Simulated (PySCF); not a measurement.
**Correlation energy of Kr (krypton, neutral)**

[Kr], closed-shell 1S. Calculation: PySCF 2.14, in aug-cc-pVDZ-DK (6s5p3d, 36 functions); the spin-free X2C one-electron Hamiltonian (Gaussian nucleus). Frozen: [Ar] 3d10; 8 electrons correlated.

MP2 pair energies summed by pair of shells (mhartree):

| pair | energy | share (%) |
| --- | --- | --- |
| 4p-4p | -102.74 | 80.9 |
| 4s-4p | -19.16 | 15.1 |
| 4s-4s | -5.18 | 4.1 |

Total MP2 correlation energy: -127.08 mhartree.

Same-spin part -34.81 and opposite-spin part -92.26 mhartree; SCS-MP2 scales them by 1/3 and 6/5 to -122.32 mhartree.

```json
{"level": "CCSD", "correlation energy (mhartree)": "-137.66"}
{"level": "(T)", "correlation energy (mhartree)": "-2.00"}
{"level": "CCSD(T)", "correlation energy (mhartree)": "-139.66"}
```

Diagnostics: T1 = 0.0041, D1 = 0.0063, largest double amplitude 0.038.

Task: Is a single reference adequate?

Result: Yes, within this model without spin-orbit coupling: T1 lies below 0.03 and no double amplitude reaches 0.07.
